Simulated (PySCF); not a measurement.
## `OC[C@H]1C[C@H](Cl)[C@@H]1Br`, C5H8BrClO

Molfile (atoms numbered from 1):
```
C5H8BrClO
     RDKit          3D

 16 16  0  0  0  0  0  0  0  0999 V2000
    1.7885    0.6508   -0.5221 O   0  0  0  0  0  0  0  0  0  0  0  0
    1.4866   -0.6818   -0.1685 C   0  0  0  0  0  0  0  0  0  0  0  0
    0.0062   -0.7862    0.1797 C   0  0  1  0  0  0  0  0  0  0  0  0
   -0.4802    0.2488    1.2126 C   0  0  0  0  0  0  0  0  0  0  0  0
   -1.0926    1.0622    0.0695 C   0  0  2  0  0  0  0  0  0  0  0  0
   -2.7347    1.6751    0.3164 Cl  0  0  0  0  0  0  0  0  0  0  0  0
   -0.9050   -0.1334   -0.8739 C   0  0  2  0  0  0  0  0  0  0  0  0
   -2.5079   -1.1612   -1.2322 Br  0  0  0  0  0  0  0  0  0  0  0  0
    2.7323    0.7232   -0.6969 H   0  0  0  0  0  0  0  0  0  0  0  0
    1.7095   -1.3619   -1.0043 H   0  0  0  0  0  0  0  0  0  0  0  0
    2.0796   -0.9955    0.7023 H   0  0  0  0  0  0  0  0  0  0  0  0
   -0.2280   -1.8244    0.4164 H   0  0  0  0  0  0  0  0  0  0  0  0
    0.2936    0.7567    1.7811 H   0  0  0  0  0  0  0  0  0  0  0  0
   -1.2334   -0.1538    1.8858 H   0  0  0  0  0  0  0  0  0  0  0  0
   -0.4681    1.9011   -0.2381 H   0  0  0  0  0  0  0  0  0  0  0  0
   -0.4539    0.0892   -1.8390 H   0  0  0  0  0  0  0  0  0  0  0  0
  1  2  1  0
  2  3  1  0
  3  4  1  0
  4  5  1  0
  5  6  1  0
  5  7  1  0
  7  8  1  0
  7  3  1  0
  1  9  1  0
  2 10  1  0
  2 11  1  0
  3 12  1  1
  4 13  1  0
  4 14  1  0
  5 15  1  6
  7 16  1  6
M  END
```

The calculation used TDDFT B3LYP/def2-SVPD circular dichroism and optical rotation, one conformer, gas phase in PySCF 2.14.0. Geometry: GFN2-xTB.

The molecule is flexible and this is one conformer; a measurement averages over conformers. The calculation is non-relativistic, which matters for the atoms heavier than Zn.

Stereocentres: C3 R, C5 S, C7 R.

(1) Give the optical rotatory dispersion at 633, 589.3, 546, 436, 405, 365, 355 nm.

(2) And for the mirror image at 589.3 nm?

(3) What is the molar rotation [Φ] = [α]·M/100 of the geometry above at 589.3 nm?

## Answers

(1) [α] in deg dm⁻¹ (g/mL)⁻¹:
```tsv
λ (nm)	origin-invariant length gauge	modified velocity gauge	length gauge (centre of mass)	isotropic polarisability (au)
633	+10.6	+14.4	+9.2	99.8
589.3	+12.2	+16.7	+10.6	100.2
546	+14.2	+19.6	+12.3	100.6
436	+22.0	+31.7	+18.8	102.5
405	+25.2	+37.2	+21.5	103.3
365	+30.1	+46.7	+25.4	104.8
355	+31.5	+49.6	+26.5	105.2
```

(2) -12.2 deg dm⁻¹ (g/mL)⁻¹ (origin-invariant length gauge): the same size and the opposite sign.

(3) With M = 199.47 g/mol, +24.4 deg cm² dmol⁻¹ (origin-invariant length gauge).

The first excitation lies at 5.61 eV (221 nm) with R = +2.0 × 10⁻⁴⁰ esu² cm² (velocity form).
